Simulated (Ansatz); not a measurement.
Born–Oppenheimer molecular dynamics of C2H6BCl (10 atoms, charge 0, multiplicity 1). It starts from a relaxed structure.

Method: RKS LDA/6-31G in Ansatz 0.2.0.

```yaml
ensemble: NVT, Nosé–Hoover chain
time_step: 0.5 fs
steps_asked: 166
set_temperature: 1000 K
thermostat: time constant 100 fs, chain length 3 (defaults)
seed: 297512
```

First frame:

```xyz
10
Properties=species:S:1:pos:R:3
B 0.004 -0.020 -0.071
Cl -0.018 -0.119 1.750
C 1.382 0.077 -0.766
H 1.671 -0.949 -1.088
H 1.330 0.682 -1.692
H 2.191 0.452 -0.116
C -1.367 -0.049 -0.789
H -2.067 -0.775 -0.335
H -1.848 0.947 -0.670
H -1.277 -0.245 -1.873
```

How far do the bonds stretch over the last three quarters of this one trajectory? (Pairs bonded in most of those frames.)


```json
{"bond": "B1–Cl2", "mean (Å)": "1.833", "spread (Å)": "0.056", "shortest": "1.75", "longest": "1.92"}
{"bond": "B1–C3", "mean (Å)": "1.561", "spread (Å)": "0.031", "shortest": "1.51", "longest": "1.63"}
{"bond": "B1–C7", "mean (Å)": "1.544", "spread (Å)": "0.037", "shortest": "1.50", "longest": "1.62"}
{"bond": "C3–H4", "mean (Å)": "1.111", "spread (Å)": "0.011", "shortest": "1.08", "longest": "1.13"}
{"bond": "C3–H5", "mean (Å)": "1.111", "spread (Å)": "0.023", "shortest": "1.07", "longest": "1.15"}
{"bond": "C3–H6", "mean (Å)": "1.116", "spread (Å)": "0.014", "shortest": "1.09", "longest": "1.14"}
{"bond": "C7–H8", "mean (Å)": "1.121", "spread (Å)": "0.061", "shortest": "1.02", "longest": "1.22"}
{"bond": "C7–H9", "mean (Å)": "1.120", "spread (Å)": "0.044", "shortest": "1.05", "longest": "1.19"}
{"bond": "C7–H10", "mean (Å)": "1.118", "spread (Å)": "0.052", "shortest": "1.03", "longest": "1.22"}
```

Mean temperature of the second half: 578 K. The conserved energy stayed within 0.66 meV per atom of its start (net change 0.14 meV per atom), so the integration is sound. The mean temperature of the second half is 42 % below the set value. A run of 0.083 ps of so small a system gives no equilibrium averages. Limits of this set-up: no polarisation functions.

Run time: 4.4 min on 1 thread of Arm Neoverse V1 (shared host), peak memory 0.098 GiB.
